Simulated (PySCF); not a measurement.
# Electron correlation in Li⁺ (lithium, charge +1)

1s2, closed-shell 1S. Calculation: PySCF 2.14, in an even-tempered Gaussian basis (18 s from 0.25 bohr⁻², ratio 2.2; 7 p from 0.44 bohr⁻², ratio 2.4; 4 d from 1.3 bohr⁻², ratio 2.4; 3 f from 2 bohr⁻², ratio 2.4; 3 g from 3 bohr⁻², ratio 2.4); the spin-free X2C one-electron Hamiltonian (Gaussian nucleus). Frozen: nothing; 2 electrons correlated; the 14 highest virtual orbitals of each spin left out.

With two correlated electrons CCSD is exact within the correlated space (frozen core and kept virtual orbitals).

```
level  correlation energy (mhartree)
 CCSD                         -43.06
```

Diagnostics: T1 = 0.00042, D1 = 0.0006, largest double amplitude 0.016.

Cost of the coupled-cluster step: roughly 2.5 core-seconds, for 2 correlated electrons.

Iterations:

```
CC2 = 0
CCSD nocc = 1, nmo = 93
frozen orbitals [93, 94, 95, 96, 97, 98, 99, 100, 101, 102, 103, 104, 105, 106]
max_cycle = 100
direct = 0
conv_tol = 1e-08
conv_tol_normt = 1e-06
diis_space = 8
diis_start_cycle = 0
Init t2, MP2 energy = -7.27663149746224  E_corr(MP2) -0.0395555019451432
Init E_corr(CCSD) = -0.0395555019451477
cycle = 1  E_corr(CCSD) = -0.0424833515432208  dE = -0.0029278496  norm(t1,t2) = 0.0049934
cycle = 2  E_corr(CCSD) = -0.0429696833427803  dE = -0.0004863318  norm(t1,t2) = 0.000882312
cycle = 3  E_corr(CCSD) = -0.0430632744357466  dE = -9.3591093e-05  norm(t1,t2) = 0.000176072
cycle = 4  E_corr(CCSD) = -0.0430615358197402  dE = 1.73861601e-06  norm(t1,t2) = 1.37936e-05
cycle = 5  E_corr(CCSD) = -0.0430614525172689  dE = 8.33024714e-08  norm(t1,t2) = 4.86793e-07
cycle = 6  E_corr(CCSD) = -0.0430614666327968  dE = -1.41155279e-08  norm(t1,t2) = 6.31736e-08
cycle = 7  E_corr(CCSD) = -0.0430614666510208  dE = -1.82240473e-11  norm(t1,t2) = 3.68187e-09
CCSD converged
E(CCSD) = -7.280137462168121  E_corr = -0.04306146665102084
```
